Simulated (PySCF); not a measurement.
## Diatomic anions of H with the fifth-period p block

PBE0 with double-zeta basis sets in PySCF, for the lowest determinant that a PBE0 search found; no spin–orbit coupling. De refers to high-spin ground-configuration atoms (the charge goes to the atom of lower measured ionisation energy or higher electron affinity, which is not always the lowest computed limit). A positive dipole points towards H; it is taken about the centre of mass and depends on that origin.

```tsv
M	basis	charged atom	state (unpaired electrons)	Re (Å)	ωe (cm⁻¹)	De (eV)	μ (D)
Sn	aug-cc-pVDZ-PP/aug-cc-pVDZ	Sn−	triplet (π ↑↑)	1.818	1527	2.47	-1.02
Sb	aug-cc-pVDZ-PP/aug-cc-pVDZ	Sb−	doublet (π ↑)	1.740	1817	n/a	-0.67
Te	aug-cc-pVDZ-PP/aug-cc-pVDZ	Te−	singlet (closed shell)	1.674	2078	3.08	-0.36
I	aug-cc-pVDZ/aug-cc-pVDZ-PP	I−	doublet (σ ↑)	2.328	524	0.24	-2.44
```

The shortest bond is that of TeH⁻ (1.674 Å), the longest that of HI⁻ (2.328 Å).

The state changes along the series, so neighbouring rows are not always alike in their bonding.

Weak bonds: HI⁻. Basis-set superposition, not corrected here, can be much of De in a small basis, most of all at correlated wavefunction levels. These are scalar-relativistic numbers at best; spin–orbit coupling would shift them, the dissociation energy most. For an ion De counts to the pair picked by the measured ionisation energies or electron affinities, which need not be the lowest pair at this level. The highest Kohn–Sham level is positive in some of these anions. Much of that is self-interaction error, but it also means that the finite basis helps to hold the extra electron. States were picked by a PBE0 search and need not be the measured ground states.
